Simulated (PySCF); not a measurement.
silene (CH4Si), singlet, at a GFN2-xTB geometry, with bond 4-1 at 2.4 times its length; CASSCF(8,9)/6-31G* run with PySCF.

Here is a job for PySCF.
```python
from pyscf import gto, scf, mcscf
import numpy

mol = gto.Mole()
mol.atom = '''
    C    -1.18326895   -0.07157366   -0.02927415
    Si    0.56054384    0.03390622    0.01386789
    H    -1.81526288    0.79882736   -0.07936603
    H    -2.44143679   -2.32838764    0.02229383
    H     1.45861856   -1.11309312    0.08164190
    H     1.31614981    1.28093351   -0.01299394
'''
mol.basis = '6-31g*'
mol.verbose = 4
mol.build()

mf = scf.RHF(mol)
mf.kernel()
mc = mcscf.CASSCF(mf, 9, 8)
mc.fix_spin_(ss=0.0)
mc.kernel()
occ = numpy.linalg.eigvalsh(mc.fcisolver.make_rdm1(mc.ci, mc.ncas, mc.nelecas))[::-1]
ss = mc.fcisolver.spin_square(mc.ci, mc.ncas, mc.nelecas)[0]
print('natural occupations', occ.round(4), ' <S^2>', round(ss, 4))
```

It wrote (shortened):

```
PySCF version 2.14.0

[INPUT] verbose = 4
[INPUT] num. atoms = 6
[INPUT] num. electrons = 24
[INPUT] charge = 0
[INPUT] spin (= nelec alpha-beta = 2S) = 0
[INPUT] symmetry False subgroup None
[INPUT] Mole.unit = angstrom
[INPUT] Symbol           X                Y                Z      unit          X                Y                Z       unit  Magmom
[...]
nuclear repulsion = 47.8375685262868
number of shells = 22
number of NR pGTOs = 94
number of NR cGTOs = 40
basis = 6-31g*
ecp = {}

******** <class 'pyscf.scf.hf.RHF'> ********
method = RHF
initial guess = minao
damping factor = 0
level_shift factor = 0
DIIS = <class 'pyscf.scf.diis.CDIIS'>
diis_start_cycle = 1
diis_space = 8
diis_damp = 0
SCF conv_tol = 1e-09
SCF conv_tol_grad = None
SCF max_cycles = 50
direct_scf = True
direct_scf_tol = 1e-13
Set gradient conv threshold to 3.16228e-05
Initial guess from minao.
init E= -328.54531200881
[...]
cycle= 1 E= -328.755883842202  delta_E= -0.211  |g|= 0.215  |ddm|= 1.95
[...]
cycle= 2 E= -328.78294685  delta_E= -0.0271  |g|= 0.0728  |ddm|= 0.333
[...]
cycle= 3 E= -328.786119931835  delta_E= -0.00317  |g|= 0.0437  |ddm|= 0.148
[...]
cycle= 4 E= -328.786867395942  delta_E= -0.000747  |g|= 0.0136  |ddm|= 0.0552
[...]
cycle= 5 E= -328.786976246237  delta_E= -0.000109  |g|= 0.00375  |ddm|= 0.023
[...]
cycle= 6 E= -328.786994148754  delta_E= -1.79e-05  |g|= 0.00142  |ddm|= 0.0112
[...]
cycle= 7 E= -328.786997542685  delta_E= -3.39e-06  |g|= 0.000563  |ddm|= 0.00548
[...]
cycle= 8 E= -328.786997962485  delta_E= -4.2e-07  |g|= 0.000126  |ddm|= 0.00209
[...]
cycle= 9 E= -328.7869979762  delta_E= -1.37e-08  |g|= 1.78e-05  |ddm|= 0.000408
[...]
cycle= 10 E= -328.786997976582  delta_E= -3.82e-10  |g|= 5.56e-06  |ddm|= 5.89e-05
[...]
Extra cycle  E= -328.786997976613  delta_E= -3.13e-11  |g|= 2.87e-06  |ddm|= 9.51e-06
converged SCF energy = -328.786997976613

******** <class 'pyscf.mcscf.mc1step.CASSCF'> ********
CAS (4e+4e, 9o), ncore = 8, nvir = 23
max_cycle_macro = 50
max_cycle_micro = 4
conv_tol = 1e-07
conv_tol_grad = None
orbital rotation max_stepsize = 0.02
orbital rotation threshold for CI restart = 0.01
augmented hessian ah_max_cycle = 30
augmented hessian ah_conv_tol = 1e-12
augmented hessian ah_linear dependence = 1e-14
augmented hessian ah_level shift = 1e-08
augmented hessian ah_start_tol = 2.5
augmented hessian ah_start_cycle = 3
augmented hessian ah_grad_trust_region = 3
kf_trust_region = 3
kf_interval = 4
ci_response_space = 4
ci_grad_trust_region = 3
[...]
CASCI E = -328.908882968648  S^2 = 0.0000000
[...]
               |grad[o]|=0.0194  |grad[c]|=0.011  |ddm|=0.00812  |maxRot[o]|=0.183
macro iter   4 ( 21 JK    4 micro), CASSCF E = -328.971346733610  dE = -3.49578660e-03  S^2 = 0.0000000
               |grad[o]|=0.0124  |grad[c]|=0.00889  |ddm|=0.00884  |maxRot[o]|=0.118
macro iter   5 ( 21 JK    4 micro), CASSCF E = -328.972077724252  dE = -7.30990642e-04  S^2 = 0.0000000
               |grad[o]|=0.00718  |grad[c]|=0.00992  |ddm|=0.00669  |maxRot[o]|=0.0862
macro iter   6 ( 18 JK    4 micro), CASSCF E = -328.972301015696  dE = -2.23291444e-04  S^2 = 0.0000000
               |grad[o]|=0.00549  |grad[c]|=0.00663  |ddm|=0.0021  |maxRot[o]|=0.0389
macro iter   7 ( 20 JK    4 micro), CASSCF E = -328.972457998012  dE = -1.56982316e-04  S^2 = 0.0000000
               |grad[o]|=0.00481  |grad[c]|=0.00673  |ddm|=0.00153  |maxRot[o]|= 0.02
macro iter   8 ( 18 JK    4 micro), CASSCF E = -328.972582934746  dE = -1.24936733e-04  S^2 = 0.0000000
               |grad[o]|=0.00417  |grad[c]|=0.00462  |ddm|=0.00106  |maxRot[o]|= 0.02
macro iter   9 ( 11 JK    4 micro), CASSCF E = -328.972756814783  dE = -1.73880037e-04  S^2 = 0.0000000
               |grad[o]|=0.00353  |grad[c]|=0.00231  |ddm|=0.000806  |maxRot[o]|= 0.04
macro iter  10 ( 10 JK    4 micro), CASSCF E = -328.972825015610  dE = -6.82008273e-05  S^2 = 0.0000000
               |grad[o]|=0.00203  |grad[c]|=0.000954  |ddm|=0.00061  |maxRot[o]|=0.0324
macro iter  11 (  6 JK    2 micro), CASSCF E = -328.972834418433  dE = -9.40282223e-06  S^2 = 0.0000000
               |grad[o]|=0.000792  |grad[c]|=0.000218  |ddm|=0.000228  |maxRot[o]|=0.0148
macro iter  12 (  3 JK    1 micro), CASSCF E = -328.972834663459  dE = -2.45026058e-07  S^2 = 0.0000000
               |grad[o]|=0.000154  |grad[c]|=0.000144  |ddm|=4e-05  |maxRot[o]|=0.00256
macro iter  13 (  3 JK    1 micro), CASSCF E = -328.972834672939  dE = -9.48074330e-09  S^2 = 0.0000000
               |grad[o]|=5.41e-05  |grad[c]|=4.25e-05  |ddm|=1.46e-05  |maxRot[o]|=0.000204
1-step CASSCF converged in  13 macro (194 JK  44 micro) steps
CASSCF canonicalization
Density matrix diagonal elements [1.96781651 1.97839526 1.87683427 1.46555762 0.51626619 0.12240177
 0.0337058  0.01609642 0.02292616]
CASSCF energy = -328.972834672939
CASCI E = -328.972834672939  E(CI) = -12.4417511640619  S^2 = 0.0000000
natural occupations [1.9792 1.97   1.8812 1.466  0.5307 0.118  0.0322 0.0169 0.0058]  <S^2> 0.0
```
